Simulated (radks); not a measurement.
Values are calculated unless marked as measured or tabulated.
Spherical quantum dot in the effective-mass picture: electrons in a parabolic well V = omega^2 r^2 / 2 with omega = 0.0503, with a point charge +2 (a donor) at the centre, all in effective atomic units (hartree* = m*/eps^2 hartree, bohr* = eps/m* bohr), one dielectric constant everywhere. Level of theory: non-relativistic Kohn-Sham, LDA (Slater exchange, Perdew-Wang correlation), spin-polarised, spherical densities (a radial shooting solver with Libxc functionals). Levels are named by radial order and angular momentum (1s, 1p, 1d, 2s, ...), and open shells are averaged over m. Results are scaled to m* = 0.053 and eps = 12.2, for which hartree* = 9.69 meV and bohr* = 12.18 nm.

N = 4, configuration 1s2 2s2. This is the lowest configuration that the search found (a dilute case). Occupied and some empty levels:

level  occupation  eigenvalue (meV)  <r> (nm)
1s              2           -2.2963     11.81
2s              2            2.4916     83.68
1p              0            2.7229     90.54
1d              0            3.1219     105.8
1f              0            3.5429     118.1
2p              0            3.6049     107.7
1g              0            3.9833     129.3

Energy (meV): total -24.5449, kinetic 27.677, external -69.521, Hartree 28.347, exchange-correlation -11.048.

Electron density:

r (nm)  n(r) (e/nm^3)
8.87        0.0001327
18.4       0.00001130
27.9        1.446e-06
37.4        5.528e-07
46.9        5.105e-07
56.4        5.105e-07
65.9        4.714e-07
75.5        3.992e-07
85.0        3.113e-07
94.5        2.241e-07
104         1.492e-07
114         9.188e-08
123         5.242e-08
